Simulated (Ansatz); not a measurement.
An input meant for the cluster PbF₃⁻ (charge -1, singlet; atoms displaced at random, 0.08 Å in each coordinate).

```yaml
crystal:
  periodic: [false, false, false]
  atoms:
    - {symbol: Pb, position_ang: [0.288594, 0.703207, -0.233953]}
    - {symbol: F, position_ang: [-1.074745, -0.197282, -1.466720]}
    - {symbol: F, position_ang: [-0.942743, 0.330768, 1.507489]}
    - {symbol: F, position_ang: [1.783236, -0.751383, 0.183624]}
basis:
  gaussian: {orbitals: def2-mTZVPP, fitting: {mean_field: cc-pVTZ-jkfit}}
total_charge: -1
hamiltonian: {xc: {name: M06-2X}}
scf: {lower_state_search: light}
```

```sh
$ ansatz run in.yaml --threads 4 --pin off --events-out ev --progress --plain --max-ram 3916MiB
```

Shortened log:

```
Error: YAML parse error: error: line 11 column 19: hamiltonian.xc: no functional is named "M06-2X"; the names, which are not case-sensitive, are SVWN5, SPW92, PBE, PBE0, PBEsol, revPBE, revPBE0, RPBE, rPW86-PBE, HSE06, wPBEh, LC-wPBE, HISS, HF, BLYP, B3LYP, B3LYP5, BHLYP, CAM-B3LYP, r2SCAN, r2SCANh, r2SCAN0, r2SCAN50, m-r2SCAN, B97, wB97, wB97X, wB97X-V, B97M-V, wB97M-V, B2PLYP, B2GP-PLYP, PBE0-DH, PBE-QIDH
  --> <input>:11:19
   |
 9 |   gaussian: {orbitals: def2-mTZVPP, fitting: {mean_field: cc-pVTZ-jkfit}}
10 | total_charge: -1
11 | hamiltonian: {xc: {name: M06-2X}}
   |                   ^ hamiltonian.xc: no functional is named "M06-2X"; the names, which are not case-sensitive, are SVWN5, SPW92, PBE, PBE0, PBEsol, revPBE, revPBE0, RPBE, rPW86-PBE, HSE06, wPBEh, LC-wPBE, HISS, HF, BLYP, B3LYP, B3LYP5, BHLYP, CAM-B3LYP, r2SCAN, r2SCANh, r2SCAN0, r2SCAN50, m-r2SCAN, B97, wB97, wB97X, wB97X-V, B97M-V, wB97M-V, B2PLYP, B2GP-PLYP, PBE0-DH, PBE-QIDH
12 | scf: {lower_state_search: light}
   |
```

In this input the method's name isn't one that the program takes here. The program refused the input.
